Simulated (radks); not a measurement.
Values are calculated unless marked as measured or tabulated.
Problem. Sr, configuration [Kr] 5s1.5 5p0.5 (fractional occupations, a model configuration). Level of theory: scalar-relativistic Kohn-Sham, BLYP, spin-polarised, spherical densities, point nucleus; open shells are filled with parallel spins first (spin-orbit coupling, left out, can overturn this in heavy ions) (a radial shooting solver on a logarithmic mesh with Libxc functionals). Some entries of the table are withheld. Estimate them.

| orbital | occ. | eigenvalue (hartree) | <r^2> (bohr^2) | <r> (bohr) |
|---|---|---|---|---|
| 1s up | 1 | -585.8322 | 0.002067 | 0.03916 |
| 1s down | 1 | -585.8318 | 0.002067 | 0.03916 |
| 2s up | 1 | -79.33798 | 0.03507 | 0.1725 |
| 2s down | 1 | -79.33775 | 0.03507 | 0.1725 |
| 2p up | 3 | -70.50850 | 0.02765 | 0.1504 |
| 2p down | 3 | -70.50822 | 0.02765 | 0.1504 |
| 3s up | 1 | -12.27268 | 0.2782 | 0.4923 |
| 3s down | 1 | -12.27224 | 0.2782 | 0.4923 |
| 3p up | 3 | -9.42463 | 0.2904 | 0.4987 |
| 3p down | 3 | -9.42415 | 0.2904 | 0.4987 |
| 3d up | 5 | -4.71993 | 0.3030 | 0.4985 |
| 3d down | 5 | -4.71941 | 0.3030 | 0.4984 |
| 4s up | 1 | -1.51758 | 2.091 | 1.356 |
| 4s down | 1 | -1.51595 | 2.090 | 1.355 |
| 4p up | 3 | -0.85239 | 2.843 | (1) |
| 4p down | 3 | -0.85060 | 2.836 | (2) |
| 5s up | 1 | -0.14267 | 20.40 | 4.230 |
| 5s down | 0.5 | -0.13011 | 20.66 | 4.245 |
| 5p up | 0.5 | (3) | 38.85 | 5.797 |
| 5p down | 0 | (4) | 43.46 | 6.102 |

Solution. 
(1) 4p up <r> (bohr): 1.569
(2) 4p down <r> (bohr): 1.567
(3) 5p up eigenvalue (hartree): -0.05524
(4) 5p down eigenvalue (hartree): -0.04451
